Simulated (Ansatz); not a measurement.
`[CH3][Al]([CH3])[F]` + H₂Te → `[CH3][Al]([CH3])[TeH]` + H–F  (ligand exchange at the Al–F bond)

Calculated with Ansatz (gas phase, PBE0-D4/def2-TZVP geometries, no zero-point term in ΔE). CCSD(T)/CBS adds triple-zeta CCSD(T) − MP2 to the extrapolated MP2 energy (def2 sets, frozen cores). This one scheme is used for every species. Functionals use def2-TZVPP. B3LYP here is the variant with VWN-RPA as its local correlation; programs differ in this. Elements past krypton have def2 core potentials. For Te outer-core shells are correlated without core-valence functions, which leaves a few kJ/mol of doubt a bond.

**Question.** Is it downhill or uphill in electronic energy at CCSD(T)/CBS, and by how much? (Best estimate.)

**Answer.** The calculation gave: Uphill: ΔE = +0.64 eV.

**Question.** What do these levels give: B3LYP-D4, r2SCAN0-D4, B2PLYP, PBE, CCSD(T)/def2-SVP, CCSD/def2-TZVPP? (Best estimate.)

**Answer.** Ansatz gave: B3LYP-D4 0.78, r2SCAN0-D4 0.68, B2PLYP 0.80, PBE 0.68, CCSD(T)/def2-SVP 0.83, CCSD/def2-TZVPP 0.74 eV.

Largest T1 diagnostic among the species: 0.011.

The D4 term adds −0.10 eV with B3LYP and −0.06 eV with PBE0; it sums over pairs of atoms, weighted by their polarisabilities, and B3LYP, whose exchange is more repulsive, gets the larger term. From r2SCAN to r2SCAN0 (25 % exact exchange), in def2-TZVPP and without D4, ΔE moves by −0.05 eV.
